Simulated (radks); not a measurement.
Question: Valence configurations of neutral rhenium (all share [Xe]). All-electron calculation, Dirac Kohn-Sham, BLYP, spin-unpolarised, spherical densities, point nucleus; open shells are shared between the two j in proportion to 2j + 1. Program: a radial shooting solver on a logarithmic mesh with Libxc functionals. Order these by energy: 4f14 5d4.5 6s2 6p0.5; 4f14 5d5 6s2; 4f14 5d4 6s2 6p1; 4f14 5d6 6s1; 4f14 5d3 6s1.5 6p2.5; 4f13 5d6 6s2; 4f14 5d5 6s1.5 6p0.5; 4f14 5d5.5 6s1.5; 4f13 5d5 6s2 6p1; 4f14 5d5 6s1 6p1.

Answer: From the lowest, in eV above it: 4f14 5d5 6s2 0.000; 4f14 5d5.5 6s1.5 0.403; 4f14 5d6 6s1 0.987; 4f14 5d4.5 6s2 6p0.5 2.209; 4f14 5d5 6s1.5 6p0.5 2.310; 4f14 5d5 6s1 6p1 4.713; 4f14 5d4 6s2 6p1 4.937; 4f14 5d3 6s1.5 6p2.5 15.058; 4f13 5d6 6s2 40.912; 4f13 5d5 6s2 6p1 46.997. NIST lists [Xe] 4f14 5d5 6s2 as the ground configuration; this level of theory agrees among the configurations tried. The energies are those of spherical spin-averaged densities, not of single terms.
